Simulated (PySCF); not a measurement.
**How methods differ on the ionisation energy of Co⁺**

Co⁺ [Ar] 3d8 (3F) → Co²⁺ [Ar] 3d7 (4F), as a difference of total energies. All numbers are calculated (PySCF 2.14, the spin-free X2C one-electron Hamiltonian (Gaussian nucleus), in x2c-TZVPPall (6s5p4d2f1g, 64 functions)). Correlated levels: valence: [Ar] frozen; valence and next inner shell: [Ne] frozen. The calculations carry no spin-orbit coupling.

```csv
method,ionisation energy (eV)
UHF,14.202
LDA,18.346
PBE,17.886
PBE0,17.210
r2SCAN,17.385
MN15,17.825
CAM-B3LYP,17.545
r2SCAN0,16.910
BLYP,17.953
MP2 (valence),16.863
SCS-MP2 (valence),16.753
MP2 (valence and next inner shell),17.526
SCS-MP2 (valence and next inner shell),17.221
```

Question: How much does correlation contribute at MP2 (valence and next inner shell)?

Answer: 17.526 − (14.202) = 3.324 eV, measured against UHF.

A first-order spin-orbit estimate (lowest level to lowest level, LS coupling) adds -0.010 eV.

Errors of the correlated levels include the incompleteness of this basis and the frozen core.

For comparison: 17.084 eV (measured; NIST Atomic Spectra Database, ionization energies).
